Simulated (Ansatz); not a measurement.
H$_{3}$SeSn, SMILES `[SeH][SnH2]` radical, relaxed with UKS PBE-D4/def2-SVP in the Gaussian-basis code of Ansatz from a rough embedded geometry. The force threshold is 0.03 eV/Å; the program also tests the step.

The species carries charge 0 and has multiplicity 2. Sn takes the def2 core potential.

Start:

```xyz
5

Se   -0.682   -0.221   -1.691
Sn   -0.080   -0.132    0.840
H     0.633   -1.011   -1.917
H     1.418    0.579    1.061
H    -1.289    0.786    1.706
```

(1) By how much does the energy fall, and how many steps does the optimiser take? (An estimate is asked.)

(2) Which bonds change most? (Best estimate.)

(3) Give the relaxed structure. (Best estimate.)

Answers

(1) Computed: 12.76 kJ/mol, in 5 steps.

(2) Ansatz gave: Sn2–H4 from 1.673 to 1.759 Å; Se1–H3 from 1.550 to 1.486 Å; Se1–Sn2 from 2.602 to 2.591 Å; Sn2–H5 from 1.748 to 1.755 Å.

(3) Computed: 
```xyz
5

Se   -0.719   -0.356   -1.578
Sn   -0.106   -0.245    0.937
H     0.652   -0.809   -1.931
H     1.472    0.529    1.013
H    -1.299    0.882    1.560
```
